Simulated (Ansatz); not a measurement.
Compare A (`Oc1ccncc1`) with its isomer B (`[O-][n+]1ccccc1`).

Gas-phase electronic energies from Ansatz, PBE0-D4/def2-TZVP geometries. CBS: MP2 limit from def2 TZ/QZ plus the TZ coupled-cluster correction, frozen cores. Functionals use def2-TZVPP. B3LYP here is the variant with VWN-RPA as its local correlation; programs differ in this. Each species was taken in one conformer, which may not be the lowest.

Q: Which isomer does CCSD(T)/CBS put lower? Give the gap. (Estimate.)

A: Ansatz gave: A, by 41.4 kcal/mol.

Q: Give E(B) − E(A) in kcal/mol with PBE0-D4, r2SCAN-D4, B3LYP, MP2/def2-TZVPP, B2PLYP, CCSD/def2-TZVPP, B3LYP-D4. (An estimate is asked.)

A: The calculation gave: PBE0-D4 38.8, r2SCAN-D4 36.5, B3LYP 38.4, MP2/def2-TZVPP 41.5, B2PLYP 39.7, CCSD/def2-TZVPP 45.1, B3LYP-D4 38.3. None reverses the order clearly.

Q: Does the order hold for the free energy at 298.15 K (harmonic terms from PBE0-D4)? (Estimate.)

A: The calculation gave: Yes: G(B) − G(A) = +41.8 kcal/mol, for one conformer each.

Largest T1 diagnostic: 0.018.

Leaving LDA and LC-ωPBE aside and taking each functional with its dispersion term where it has one, the values, not all of them listed here, spread over 11.3 kcal/mol, from revPBE-D4 to BHLYP-D4. From r2SCAN to r2SCAN0 (25 % exact exchange), in def2-TZVPP and without D4, E(B) − E(A) moves by +4.5 kcal/mol.
